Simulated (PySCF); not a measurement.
FH3InN. Atoms are numbered in the order given.

```xyz
6

In    -0.1907    -0.1130    -0.2052
H     -1.3593    -0.4924    -1.3696
F      0.2956     1.7941    -0.0384
N      0.7860    -1.0681     1.2692
H      1.5720    -0.5840     1.6791
H      0.9699    -2.0582     1.2071
```

Geometry: B3LYP-D3(BJ)/def2-TZVP. The def2 effective core potentials stand for the cores of In; spin–orbit coupling is left out. The values are those of a single conformer.

Computed with PySCF with B3LYP-D3(BJ)/def2-TZVP.

Frequencies are harmonic and unscaled.

```json
[
 {"mode": "1", "ν (cm⁻¹)": "135", "IR (km/mol)": "12.3", "moving atoms (share of kinetic energy)": "F 41 %, N 32 %, H 14 %, In 13 %"},
 {"mode": "2", "ν (cm⁻¹)": "308", "IR (km/mol)": "43.0", "moving atoms (share of kinetic energy)": "H 90 %, N 9 %"},
 {"mode": "3", "ν (cm⁻¹)": "333", "IR (km/mol)": "136.4", "moving atoms (share of kinetic energy)": "H 77 %, N 19 %"},
 {"mode": "4", "ν (cm⁻¹)": "420", "IR (km/mol)": "58.9", "moving atoms (share of kinetic energy)": "H 94 %"},
 {"mode": "5", "ν (cm⁻¹)": "437", "IR (km/mol)": "86.9", "moving atoms (share of kinetic energy)": "H 90 %"},
 {"mode": "6", "ν (cm⁻¹)": "565", "IR (km/mol)": "58.9", "moving atoms (share of kinetic energy)": "F 84 %, In 12 %"},
 {"mode": "7", "ν (cm⁻¹)": "622", "IR (km/mol)": "25.8", "moving atoms (share of kinetic energy)": "N 68 %, H 22 %, In 10 %"},
 {"mode": "8", "ν (cm⁻¹)": "765", "IR (km/mol)": "36.8", "moving atoms (share of kinetic energy)": "H 88 %, N 12 %"},
 {"mode": "9", "ν (cm⁻¹)": "1547", "IR (km/mol)": "12.2", "moving atoms (share of kinetic energy)": "H 91 %, N 9 %"},
 {"mode": "10", "ν (cm⁻¹)": "1892", "IR (km/mol)": "96.8", "moving atoms (share of kinetic energy)": "H 99 %"},
 {"mode": "11", "ν (cm⁻¹)": "3541", "IR (km/mol)": "13.8", "moving atoms (share of kinetic energy)": "H 96 %"},
 {"mode": "12", "ν (cm⁻¹)": "3645", "IR (km/mol)": "21.6", "moving atoms (share of kinetic energy)": "H 91 %, N 9 %"}
]
```
